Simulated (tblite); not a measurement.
Species: C7H10AsNO.
Structure used (GFN2-xTB), in Å, numbered top down from 1:
```
atom  x, y, z in Å
C1    -2.5509    1.2813    0.9166
C2    -2.1959    0.3991    0.0030
C3    -1.4039   -0.8467    0.3208
C4    -2.0571   -2.0094   -0.2334
N5    -2.5748   -2.9340   -0.6593
C6    -0.0224   -0.6494   -0.3259
O7     0.1320   -0.6606   -1.5166
C8     1.0824   -0.3525    0.6508
C9     2.3895   -0.0756   -0.0799
As10   2.1434    1.3601   -1.4580
H11   -3.0981    2.1699    0.6558
H12   -2.3219    1.1518    1.9624
H13   -2.4268    0.5343   -1.0440
H14   -1.3086   -0.9765    1.4043
H15    0.7715    0.5184    1.2400
H16    1.1792   -1.1972    1.3419
H17    2.7060   -0.9858   -0.5927
H18    3.1634    0.1977    0.6387
H19    3.1907    2.2739   -0.8618
H20    3.1971    0.8119   -2.3658
```

Method: GFN2-xTB as coded in tblite; computed harmonic values from a numerical Hessian at the method's own geometry, unscaled. Against measured fundamentals such values can be off by several per cent, at times by over 20. Modes of hydrogen on arsenic can be 10 to 20 % off. One conformer, not necessarily the lowest. The optimisation stopped once no atom felt more than 0.01 eV/Å.

Lowest wavenumbers of the output (negative numbers stand for imaginary wavenumbers):
```
mode    cm-1
  1    -123.2
  2       8.4
  3      34.2
  4      62.3
  5      93.0
  6     147.8
  7     154.4
  8     199.3
```

Problem. Is this structure a minimum?

Solution. No. 1 mode is imaginary beyond 20i (123i cm⁻¹), so at this level the point lies at or near a first-order saddle.

Problem. Which atoms move in the imaginary mode?

Solution. 123i: H20 (hydrogen on arsenic) 47 %, H19 (hydrogen on arsenic) 44 %. These are shares of the mass-weighted motion.

Problem. What is the remedy?

Solution. Step along that mode in both directions, optimise again with tighter thresholds and repeat the frequencies. The zero-point energy of this point (91.4 kcal/mol) counts the 53 real modes alone, and thermal corrections from it aren't those of a minimum.
